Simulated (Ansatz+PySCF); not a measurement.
**singlet TiCl₄: levels of theory in one basis**

```yaml
atoms:
  - { symbol: Ti, position_ang: [0.0000, 0.0000, 0.0000] }
  - { symbol: Cl, position_ang: [1.3436, 1.3436, 1.3436] }
  - { symbol: Cl, position_ang: [1.3436, -1.3436, -1.3436] }
  - { symbol: Cl, position_ang: [-1.3436, 1.3436, -1.3436] }
  - { symbol: Cl, position_ang: [-1.3436, -1.3436, 1.3436] }
```

Basis set: def2-SVP (spherical functions). Frozen core: 25 orbitals. Charge 0, multiplicity 1.

Computed with Ansatz (development build ahead of 0.2.0); each method stands on the lowest determinant of its kind that the runs found.

```
method  E − E(RHF) (eV)  <S²> of the determinant
   RHF             0.00                     0.00
```

(1) What does RHF-MP2 give on the same scale?

(2) Is a single determinant a sound starting point here?

Answers

(1) -23.47 eV.

(2) By this sign, yes. Unrestricted orbitals gain 0.00 eV and <S²> is 0.00 against 0.00 for a pure state.

Caution: other spin multiplicities were not run.
